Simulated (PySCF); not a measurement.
Sn(H)(SH) (H2SSn), SMILES [SH][SnH] (connectivity only; charge and spin as stated), neutral, multiplicity 1. Atoms are numbered in the order given.

```xyz
4

Sn     0.0377     0.6116     0.0000
H     -1.7420     0.6665     0.0000
S     -0.0866    -1.8261     0.0000
H      1.2427    -2.0284     0.0000
```
Charge 0, spin multiplicity 1.

Geometry: B3LYP-D3(BJ)/def2-TZVP. The def2 effective core potentials stand for the cores of Sn; spin–orbit coupling is left out.

These are TDA-B3LYP/def2-TZVPD run with PySCF values and carry that method's errors.

Vertical excitations. Gas-phase values at a fixed geometry. State labels are in the subgroup Cs.

Q: Give excitation energies, oscillator strengths and character. (Estimate from the structure and the level; the computed values follow.)

A: 
| state | symmetry | energy (eV) | λ (nm) | f | main pairs |
|---|---|---|---|---|---|
| S1 | A" | 3.00 | 413 | 0.021 | HOMO→LUMO 98 % |
| S2 | A' | 4.06 | 305 | 0.033 | HOMO−1→LUMO 86 % |
| S3 | A" | 4.21 | 294 | 0.001 | HOMO−2→LUMO 99 % |
| S4 | A' | 5.33 | 233 | 0.166 | HOMO→LUMO+1 83 % |
| S5 | A" | 5.54 | 224 | 0.023 | HOMO−1→LUMO+1 99 % |
| S6 | A' | 5.68 | 218 | 0.158 | HOMO→LUMO+2 92 % |
| S7 | A" | 6.12 | 203 | 0.017 | HOMO−1→LUMO+2 93 % |
| S8 | A' | 6.56 | 189 | 0.048 | HOMO→LUMO+4 75 %, HOMO−2→LUMO+1 18 % |
| S9 | A' | 6.70 | 185 | 0.094 | HOMO→LUMO+3 84 % |
| S10 | A" | 6.73 | 184 | 0.004 | HOMO−3→LUMO 94 % |
| T1 | A" | 2.13 | 581 | 0 | HOMO→LUMO 99 % |
| T2 | A' | 3.02 | 410 | 0 | HOMO−1→LUMO 99 % |
| T3 | A" | 3.87 | 320 | 0 | HOMO−2→LUMO 99 % |
| T4 | A' | 4.33 | 286 | 0 | HOMO→LUMO+1 95 % |
Triplets are in the Tamm–Dancoff approximation.
